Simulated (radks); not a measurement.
Neutral gold inside a hard spherical wall (all orbitals vanish at R), configuration held at [Xe] 4f14 5d10 6s1 and not refilled when levels cross. Calculated with a radial shooting solver on a logarithmic mesh with Libxc functionals: scalar-relativistic Kohn-Sham, PBE, spin-polarised, spherical densities, point nucleus; open shells are filled with parallel spins first (spin-orbit coupling, left out, can overturn this in heavy ions). Eigenvalues in eV for spin up, with the zero of energy where the potential of the charges vanishes at infinity; a dash marks a level that is unbound or too diffuse for the functional's potential to be trusted. A positive occupied level is held by the wall or, in an anion where self-interaction has pushed it up, behind a barrier. The pressure on the wall is -dE/dV.

| R (bohr) | E (hartree) | kinetic (hartree) | e(4f) | e(5p) | e(5d) | e(6s) | e(6p, empty) | e(7s, empty) | pressure (GPa) |
|---|---|---|---|---|---|---|---|---|---|
| free | -19011.8774 | 21277.970 | -81.097 | -59.762 | -6.989 | -6.082 | - | - | 0 |
| 20 | -19011.8774 | 21277.970 | -81.097 | -59.762 | -6.989 | -6.082 | -0.992 | - | < 0.0001 |
| 15 | -19011.8774 | 21277.970 | -81.097 | -59.762 | -6.989 | -6.082 | -0.985 | 0.274 | < 0.0001 |
| 12 | -19011.8774 | 21277.970 | -81.096 | -59.762 | -6.988 | -6.081 | -0.948 | 0.724 | 0.000129 |
| 10 | -19011.8773 | 21277.971 | -81.089 | -59.754 | -6.981 | -6.074 | -0.845 | 1.540 | 0.00269 |
| 7 | -19011.8728 | 21278.010 | -80.877 | -59.545 | -6.790 | -5.863 | 0.024 | 6.143 | 0.291 |
| 4 | -19011.5682 | 21279.618 | -75.776 | -54.849 | -2.505 | 0.047 | 10.367 | 41.622 | 70.6 |
| 3 | -19010.2207 | 21285.460 | -64.294 | -45.130 | 7.342 | 16.584 | 33.908 | 104.07 | 787 |
| 2 | -18998.3709 | 21331.672 | -18.560 | -7.292 | 53.317 | 112.17 | 152.30 | 358.28 | 19400 |
